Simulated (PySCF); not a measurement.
# Distorted geometries of Pb(CCH)4

Pb(CCH)4 (singlet). PySCF 2.14.0, RKS PBE0, Pb def2-SVP with ECP60, C def2-SVP, H def2-SVP; non-relativistic Hamiltonian with scalar-relativistic core potentials where named; density fitting; no spin-orbit coupling. Relaxed geometry:

```xyz
13

Pb    0.0000    0.0000    0.0000
C     1.2373    1.2373    1.2373
C     1.9388    1.9388    1.9388
H     2.5601    2.5601    2.5601
C    -1.2373   -1.2373    1.2373
C    -1.9388   -1.9388    1.9388
H    -2.5601   -2.5601    2.5601
C     1.2373   -1.2373   -1.2373
C     1.9388   -1.9388   -1.9388
H     2.5601   -2.5601   -2.5601
C    -1.2373    1.2373   -1.2373
C    -1.9388    1.9388   -1.9388
H    -2.5601    2.5601   -2.5601
```

Q: Order these distorted geometries by energy above the relaxed one, lowest first.
A.
```xyz
13

Pb    0.0142    0.0839    0.0085
C     1.2690    1.1928    1.3433
C     1.9318    1.9694    1.8992
H     2.4823    2.5902    2.4927
C    -1.2912   -1.1595    1.1529
C    -1.9211   -1.9945    1.9767
H    -2.6373   -2.5962    2.5651
C     1.2843   -1.2223   -1.1351
C     1.8867   -2.0188   -1.9878
H     2.5394   -2.4930   -2.4859
C    -1.2133    1.2134   -1.2336
C    -1.8672    1.9360   -1.9816
H    -2.4776    2.4988   -2.6145
```
B.
```xyz
13

Pb    0.0123    0.0638   -0.1836
C     1.1275    1.3175    1.2909
C     1.9069    1.8958    1.8654
H     2.6296    2.6773    2.4960
C    -1.0759   -1.1971    1.2502
C    -2.0108   -1.7150    2.0735
H    -2.5167   -2.6740    2.5364
C     0.9823   -1.1595   -1.1364
C     2.0488   -1.9792   -1.8802
H     2.9638   -2.6910   -2.4528
C    -1.5001    1.0958   -1.1454
C    -2.0488    1.8380   -2.0038
H    -2.5189    2.5277   -2.7104
```
C.
```xyz
13

Pb    0.0365    0.0532    0.1021
C     1.3513    1.2510    1.2816
C     1.9310    2.0794    2.0169
H     2.6668    2.4972    2.3685
C    -1.4215   -1.2401    1.2671
C    -2.0509   -1.8687    1.9254
H    -2.6422   -2.5900    2.6632
C     1.1919   -1.1886   -1.2676
C     1.9295   -1.9815   -2.0516
H     2.5814   -2.5757   -2.4403
C    -1.1020    1.0757   -1.2650
C    -1.8512    2.0897   -1.9574
H    -2.6206    2.3985   -2.6429
```

A: A (1.87 eV), C (5.04 eV), B (7.29 eV).

Q: Which forces (eV/Å) act in the one that lies 7.29 eV up?

A: 
```
Pb   -4.00   5.36   6.88
C    -8.42  -6.83  -7.45
C    10.49   9.31   8.46
H    -2.34  -2.84  -2.07
C    -6.19  -3.13   5.26
C     5.06   0.48  -4.45
H     0.99   2.54  -0.84
C    14.84 -13.50 -11.79
C    -6.39   5.27   4.81
H    -3.36   2.40   2.03
C    -2.30   3.23  -3.61
C     1.52  -1.82   2.36
H     0.10  -0.47   0.42
```
Forces carry noise of the integration grid, about 0.01 to 0.03 eV/Å.
